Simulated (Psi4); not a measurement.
BBr₃, charge +1, doublet, at a GFN2-xTB geometry (a state made from the parent by changing its charge; the spin is typed, not shown lowest), with bond 3-1 at 2.0 times its length; M06-2X/cc-pVDZ run with Psi4 1.11.

Here is a job for Psi4.
```
memory 2 GB

molecule mol {
1 2
B     0.018222   -0.019963   -0.037976
Br   -1.511018   -1.113260   -0.137110
Br    0.020949    3.361151   -1.694136
Br    1.488830   -0.554483    1.008591
}

set {
  basis cc-pvdz
  reference uks
  scf_type out_of_core
}

energy('m06-2x')
print_variables()
```

The log (banner, timings and long lists left out):

```
   => Loading Basis Set <=

    Name: CC-PVDZ
    Role: ORBITAL
    Keyword: BASIS

         ---------------------------------------------------------
                                   SCF
               by Justin Turney, Rob Parrish, Andy Simmonett
                          and Daniel G. A. Smith
                              UKS Reference
         ---------------------------------------------------------

  ==> Geometry <==

    Molecular point group: c1
    Full point group: C1

    Geometry (in Angstrom), charge = 1, multiplicity = 2:

       Center              X                  Y                   Z               Mass
    ------------   -----------------  -----------------  -----------------  -----------------
         B            0.017806961456    -0.558463323479     0.225745002620    11.009305360000
         BR          -1.511433038544    -1.651760323479     0.126611002620    78.918337600000
         BR           0.020533961456     2.822650676521    -1.430414997380    78.918337600000
         BR           1.488414961456    -1.092983323479     1.272312002620    78.918337600000

  Running in c1 symmetry.

  Rotational constants: A =      0.04021  B =      0.01442  C =      0.01062 [cm^-1]
  Rotational constants: A =   1205.44095  B =    432.39580  C =    318.25591 [MHz]
  Nuclear repulsion =  582.250361472035820

  Charge       = 1
  Multiplicity = 2
  Electrons    = 109
  Nalpha       = 55
  Nbeta        = 54

  ==> Algorithm <==

  SCF Algorithm Type is OUT_OF_CORE.
  DIIS enabled.
  MOM disabled.
  Fractional occupation disabled.
  Guess Type is SAD.
  Energy threshold   = 1.00e-06
  Density threshold  = 1.00e-06
  Integral threshold = 1.00e-12

  ==> Primary Basis <==

  Basis Set: CC-PVDZ
    Blend: CC-PVDZ
    Number of shells: 39
    Number of basis functions: 95
    Number of Cartesian functions: 102
    Spherical Harmonics?: true
    Max angular momentum: 2

  ==> DFT Potential <==

   => LibXC <=

    Version 7.1.2
    S. Lehtola, C. Steigemann, M. J. T. Oliveira, and M. A. L. Marques,  SoftwareX 7, 1–5 (2018) (10.1016/j.softx.2017.11.002)

   => Composite Functional: M06-2X <=

    Hybrid M06-2X Meta-GGA XC Functional  (10.1007/s00214-007-0310-x)
    Y. Zhao and D. G. Truhlar,  Theor. Chem. Acc., 120, 215, 2008

    Deriv               =              1
    GGA                 =           TRUE
    Meta                =           TRUE

    Exchange Hybrid     =           TRUE
    MP2 Hybrid          =          FALSE

   => Exchange Functionals <=

    1.0000   XC_HYB_MGGA_X_M06_2X

   => Exact (HF) Exchange <=

    0.5400               HF

   => Correlation Functionals <=

    1.0000   XC_MGGA_C_M06_2X

   => LibXC Density Thresholds  <==

    XC_MGGA_C_M06_2X:  1.00E-12
    XC_HYB_MGGA_X_M06_2X:  1.00E-15

   => Molecular Quadrature <=

    Radial Scheme          =       TREUTLER
    Pruning Scheme         =           NONE
    Nuclear Scheme         =       TREUTLER

    Blocking Scheme        =         OCTREE
    BS radius alpha        =              1
    Pruning alpha          =              1
    Radial Points          =             75
    Spherical Points       =            302
    Total Points           =          83279
    Total Blocks           =            724
    Max Points             =            255
    Max Functions          =             95
    Weights Tolerance      =       1.00E-15

  ==> Integral Setup <==

  ==> DiskJK: Disk-Based J/K Matrices <==

    J tasked:                  Yes
    K tasked:                  Yes
    wK tasked:                  No
    Schwarz Cutoff:          1E-12

  Minimum eigenvalue in the overlap matrix is 9.5933188900E-03.
  Reciprocal condition number of the overlap matrix is 2.9239554650E-03.
    Using symmetric orthogonalization.

  ==> Pre-Iterations <==

  SCF Guess: Superposition of Atomic Densities via on-the-fly atomic UHF (no occupation information).

   -------------------------
    Irrep   Nso     Nmo
   -------------------------
     A         95      95
   -------------------------
    Total      95      95
   -------------------------

  ==> Iterations <==

                        Total Energy        Delta E     RMS |[F,P]|

   @UKS iter SAD: -7742.52333345891566   -7.74252e+03   0.00000e+00
   @UKS iter   1: -7746.68132293483177   -4.15799e+00   9.64094e-03 DIIS/ADIIS
   @UKS iter   2: -7746.39520044002165    2.86122e-01   1.09044e-02 DIIS/ADIIS
   @UKS iter   3: -7746.95166126479035   -5.56461e-01   2.78473e-03 DIIS/ADIIS
   @UKS iter   4: -7747.00263800554876   -5.09767e-02   4.80443e-04 DIIS/ADIIS
   @UKS iter   5: -7747.00401905901344   -1.38105e-03   7.55023e-05 DIIS
   @UKS iter   6: -7747.00406792313515   -4.88641e-05   1.57724e-05 DIIS
   @UKS iter   7: -7747.00407305456974   -5.13143e-06   8.44750e-06 DIIS
   @UKS iter   8: -7747.00407529784843   -2.24328e-06   5.16083e-06 DIIS
   @UKS iter   9: -7747.00407712004107   -1.82219e-06   3.78709e-06 DIIS
   @UKS iter  10: -7747.00407891791838   -1.79788e-06   1.71777e-06 DIIS
   @UKS iter  11: -7747.00407916875974   -2.50841e-07   5.77521e-07 DIIS
  Energy and wave function converged.

  ==> Post-Iterations <==

   Electrons on quadrature grid:
      Nalpha   =   54.9999999757 ; deviation = -2.431e-08
      Nbeta    =   53.9999996724 ; deviation = -3.276e-07
      Ntotal   =  108.9999996481 ; deviation = -3.519e-07

   @Spin Contamination Metric:   7.711207884E-03
   @S^2 Expected:                7.500000000E-01
   @S^2 Observed:                7.577112079E-01
   @S   Expected:                5.000000000E-01
   @S   Observed:                5.000000000E-01

    Orbital Energies [Eh]
    ---------------------

    Alpha Occupied:

[...]
      55A     -0.524081

    Alpha Virtual:

[...]
      95A      1.026920

    Beta Occupied:

[...]
    Beta Virtual:

[...]
    Final Occupation by Irrep:
              A
    DOCC [    54 ]
    SOCC [     1 ]
    NA   [    55 ]
    NB   [    54 ]

  @UKS Final Energy: -7747.00407916875974

   => Energetics <=

    Nuclear Repulsion Energy =            582.2503614720358200
    One-Electron Energy =              -11916.8139267361184466
    Two-Electron Energy =                3718.3009145987448392
    DFT Exchange-Correlation Energy =    -130.7414285034220143
    Empirical Dispersion Energy =           0.0000000000000000
    VV10 Nonlocal Energy =                  0.0000000000000000
    Total Energy =                      -7747.0040791687597448

  UHF NO Occupations:
  HONO-2 :   53  A 1.9989722
  HONO-1 :   54  A 1.9972889
  HONO-0 :   55  A 1.0000000
  LUNO+0 :   56  A 0.0027111
  LUNO+1 :   57  A 0.0010278
  LUNO+2 :   58  A 0.0000916
  LUNO+3 :   59  A 0.0000157

Computation Completed

Properties will be evaluated at   0.000000,   0.000000,   0.000000 [a0]

Properties computed using the SCF density matrix

 Multipole Moments:

 ------------------------------------------------------------------------------------
     Multipole            Electronic (a.u.)      Nuclear  (a.u.)        Total (a.u.)
 ------------------------------------------------------------------------------------

 L = 1.  Multiply by 2.5417464519 to convert [e a0] to [Debye]
 Dipole X            :          0.0023911            0.0039510            0.0063421
 Dipole Y            :         -0.9778413           -0.1239104           -1.1017517
 Dipole Z            :          0.4706449            0.0500877            0.5207327
 Magnitude           :                                                    1.2186302

 ------------------------------------------------------------------------------------

  Variable Map:
  ----------------------------------------------------------------------------
[...]
  Array Variable Map:
  ----------------------------------------------------------------------------
[...]
[...]
```
